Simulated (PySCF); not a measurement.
**Cs (caesium, neutral) across methods**

[Xe] 5d1, 2D determinant (an excited configuration). Calculation: PySCF 2.14, in def2-QZVPPD with the def2 core potential (46 electrons) (6s5p4d3f, 62 functions); scalar relativity through the core potential.

```csv
method,E (hartree),mean ε 5p α (eV),mean ε 5p β (eV),mean ε 5d α (eV),Σ⟨r²⟩ (bohr²),⟨S²⟩
B97-3,-20.0901,-15.412,-15.308,-1.220,93.03,0.750
TPSSh,-20.0889,-14.508,-14.378,-0.988,89.57,0.750
LDA,-20.0129,-13.642,-13.525,-0.879,86.49,0.750
PBE0,-20.0835,-15.184,-15.039,-1.230,88.07,0.750
PBE,-20.0923,-13.754,-13.633,-0.939,88.34,0.750
r2SCAN,-20.0932,-14.110,-13.977,-0.860,86.09,0.751
UHF,-19.79193,-19.132,-19.002,-1.787,107.2,0.751
M06,-20.0485,-15.029,-14.950,-1.163,93.75,0.750
revPBE,-20.1200,-13.804,-13.692,-0.969,89.48,0.750
```

Energies and moments cover only the electrons outside the core potential. Spin-orbit coupling, absent here, splits the open shell strongly.
